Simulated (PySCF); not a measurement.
boron oxyfluoride (BFO), singlet, at a GFN2-xTB geometry. Base run: MP2/STO-3G (PySCF).

Input for PySCF:
```python
from pyscf import gto, scf, mp

mol = gto.Mole()
mol.atom = '''
    F    -0.000000   -0.000000   -1.189254
    B     0.000000    0.000000    0.092502
    O     0.000000    0.000000    1.280097
'''
mol.basis = 'sto-3g'
mol.charge = 0
mol.spin = 0
mol.verbose = 4
mol.build()

mf = scf.RHF(mol)
mf.kernel()

pt = mp.MP2(mf, frozen=3)
pt.kernel()
print('E(MP2) = %.10f' % pt.e_tot)
mf.analyze()
```

Each row names what was changed in the base input (with any setting that the change needs).

| change | basis functions | E (Eh) | MP2 correlation (Eh) | SCF-reference HOMO (eV) | SCF-reference HOMO-LUMO gap (eV) | SCF-reference dipole (D) |
|---|---|---|---|---|---|---|
| base | 15 | -196.46455 | -0.13609 | -10.84 | 21.64 | 1.47 |
| basis = 3-21G | 27 | -198.28250 | -0.30083 | -14.11 | 18.94 | 1.91 |
| basis = pc-1 | 42 | -199.46677 | -0.44049 | -14.48 | 18.42 | 2.26 |
| basis = def2-SVP | 42 | -199.36065 | -0.44193 | -14.34 | 17.67 | 2.17 |
| basis = pcseg-1 | 42 | -199.46505 | -0.44058 | -14.47 | 18.16 | 2.26 |
| basis = cc-pVDZ | 42 | -199.52802 | -0.44459 | -14.25 | 18.30 | 2.12 |
| basis = def2-SVPD | 66 | -199.38780 | -0.45887 | -14.58 | 15.75 | 2.34 |
| basis = 6-311++G** | 66 | -199.61788 | -0.48233 | -14.49 | 15.44 | 2.29 |
| basis = aug-cc-pVDZ | 69 | -199.56675 | -0.46997 | -14.46 | 15.35 | 2.34 |
| basis = cc-pVTZ | 90 | -199.72469 | -0.56849 | -14.38 | 17.39 | 2.29 |
| basis = pcseg-2 | 90 | -199.71156 | -0.55413 | -14.44 | 16.51 | 2.34 |
| basis = def2-TZVPD | 117 | -199.73444 | -0.56758 | -14.44 | 15.29 | 2.35 |
| basis = aug-cc-pVTZ | 138 | -199.73826 | -0.57964 | -14.44 | 15.18 | 2.35 |

Totals compare only among sets that treat the same electrons; sets with core potentials leave the core out.
